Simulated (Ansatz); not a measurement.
Reaction (cleavage of the Al–Sn bond): `[CH3][SnH2][AlH2]` + `BBO` → `BB[O][AlH2]` + `[CH3][SnH3]`

Isolated molecules relaxed with PBE0-D4/def2-TZVP in Ansatz; ΔE leaves out vibrations. CCSD(T)/CBS is the MP2 limit (def2-TZVPP, def2-QZVPP) plus CCSD(T) − MP2 in def2-TZVPP, frozen cores. Functionals use def2-TZVPP. Elements past krypton have def2 core potentials. For Sn outer-core shells are correlated without core-valence functions, which leaves a few kJ/mol of doubt a bond. One conformer a species, not always the lowest.

`[CH3][SnH2][AlH2]`:

```xyz
10

C    -0.457    1.087    1.383
Sn    0.753   -0.278    0.242
Al   -0.334   -1.055   -2.060
H     0.065    1.364    2.299
H    -0.655    1.986    0.800
H    -1.407    0.618    1.642
H     2.268    0.487   -0.029
H     1.097   -1.626    1.252
H    -1.715   -0.444   -2.557
H     0.386   -2.140   -2.972
```

`BBO`:

Z-matrix (Å, degrees):
```
B
B 1 1.671
H 1 1.200 2 122.0
H 1 1.200 2 122.0 3 -174.5
O 2 1.357 1 123.3 3 -92.7
H 2 1.214 1 118.1 3 87.3
H 5 0.960 2 113.4 1 -180.0
```

`BB[O][AlH2]`:

Cartesian coordinates in Å:
```
B -1.285 -1.530 0.449
B 0.055 -0.878 -0.313
O 0.473 0.394 -0.214
Al 1.049 1.973 -0.140
H -1.211 -2.067 1.520
H -2.364 -1.564 -0.077
H 0.703 -1.631 -1.019
H 2.087 2.309 0.998
H 0.492 2.994 -1.204
```

`[CH3][SnH3]`:

```xyz
8

C     0.724   -0.490   -0.748
Sn   -0.623    0.421    0.643
H     1.441   -1.116   -0.217
H     1.266    0.279   -1.300
H     0.169   -1.107   -1.454
H    -1.468   -0.782    1.515
H     0.244    1.397    1.747
H    -1.753    1.398   -0.187
```

```tsv
level	ΔE (kcal/mol)
r2SCANh-D4	-24.0
LC-ωPBE	-23.7
SCS-MP2/def2-TZVPP	-25.6
MP2/CBS(def2)	-23.7
```

Task: What does CCSD(T)/CBS give? (Best estimate.)

Result: The calculation gave: -23.1 kcal/mol. The listed levels differ from it by -0.9, -0.6, -2.5, -0.6 kcal/mol.

Largest T1 diagnostic among the species: 0.014.

In def2-TZVPP, CCSD(T) changes the Hartree–Fock value by +3.8 kcal/mol (the triples alone add +0.5 kcal/mol) and MP2 by +3.2 kcal/mol. From PBE to PBE0 (25 % exact exchange), in def2-TZVPP and without D4, ΔE moves by −0.7 kcal/mol. At CCSD(T), def2-SVP lies −0.8 kcal/mol from the extrapolated value and def2-TZVPP −1.0 kcal/mol.
